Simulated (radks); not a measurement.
The numbers below are computed, except where a source is named.
Excited configurations of the calcium ion Ca3+: one electron is placed in a higher orbital outside [Ne] 3s2 3p4. The ground configuration is [Ne] 3s2 3p5. Code: a radial shooting solver on a logarithmic mesh with Libxc functionals. Model: scalar-relativistic Kohn-Sham, PBE, spin-polarised, spherical densities, finite nucleus; open shells are filled with parallel spins first; Fermi nuclear charge, rms radius 3.4776 fm. Excitation = E - E(ground); binding = E(ion) - E, where the ion is the core of charge +4; n* = 4/sqrt(2 binding) in atomic units, and the quantum defect is n - n*.

| outer orbital | excitation (eV) | binding (eV) | quantum defect | eigenvalue (eV) | <r> (bohr) |
|---|---|---|---|---|---|
| 4p | 41.095 | 26.102 | 1.112 | -22.911 | 3.021 |
| 4d | 48.256 | 18.942 | 0.610 | -16.469 | 3.709 |
| 4f | 52.825 | 14.372 | 0.108 | -12.127 | 4.167 |
| 5p | 52.509 | 14.688 | 1.150 | -13.090 | 5.521 |
| 5d | 55.592 | 11.606 | 0.669 | -10.244 | 6.530 |
| 5f | 57.612 | 9.585 | 0.234 | -8.336 | 7.187 |
| 6p | 57.787 | 9.410 | 1.190 | -8.469 | 8.719 |
| 7d | 61.577 | 5.620 | 0.776 | -5.073 | 14.29 |

The Delta-SCF ionisation energy is 67.197 eV (NIST Atomic Spectra Database: 67.273 eV, semi-empirical). Self-interaction in the functional shifts the binding energies and quantum defects, so they are the method's values and not measured ones. Open shells are spherical and high-spin; term and fine-structure splittings are not resolved.
